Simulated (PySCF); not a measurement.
**Core-level binding energies of `C=N[C@H](C)CCC`**

Compound: C6H13N.
SMILES with atom numbers: `[CH2:1]=[N:2][C@H:3]([CH3:4])[CH2:5][CH2:6][CH3:7]`

Theory: delta-SCF UKS SCAN, pcX-2 on the ionised atom, pcseg-1 elsewhere, spin-free X2C (PySCF). These are vertical core ionisation energies against the vacuum level, from separate self-consistent calculations with and without the core hole.

Question: List the computed XPS lines with their assignment.

Answer: 
```csv
atom(s),bonded to,level,binding energy (eV),above the level's lowest (eV),count
C5,2 C and 2 H,C 1s,290.25,0.00,1
C6,2 C and 2 H,C 1s,290.35,+0.10,1
C4,C and 3 H,C 1s,290.43,+0.18,1
C7,C and 3 H,C 1s,290.46,+0.21,1
C3,"N, 2 C and H",C 1s,291.18,+0.93,1
C1,N (double bond) and 2 H,C 1s,291.47,+1.22,1
N2,C (double bond) and C,N 1s,404.69,0.00,1
```

The listed C 1s values span 1.22 eV, from C5 (bonded to 2 C and 2 H) to C1 (bonded to N (double bond) and 2 H). The widest gap between neighbouring values is 0.72 eV, between 290.46 and 291.18 eV. Summing the Pauling electronegativity differences to the bonded atoms, each weighted by its formal bond order, gives -0.70 for the lowest site and +0.28 for the highest; no listed site has a larger sum than the highest. The smallest sum, -1.05, belongs to C4, 0.18 eV above the lowest. The values 290.43 and 290.46 eV lie too close for their order to be trusted.

Question: Which photon energy gives electrons from C 1s of C6 a kinetic energy of 150 eV, and what is their de Broglie wavelength?

Answer: hν = 290.35 + 150 = 440.35 eV, recoil neglected; λ = 12.264 Å/√(E/eV) = 1.00 Å.

Geometry: PBE0-D3(BJ)/def2-SVP, one conformer, isolated molecule.

The values belong to the conformer `[CH2:1]=[N:2][C@H:3]([CH3:4])[CH2:5][CH2:6][CH3:7]`: C1–N2–C3–C4 -115°, N2–C3–C5–C6 -62°, C3–C5–C6–C7 -179°.
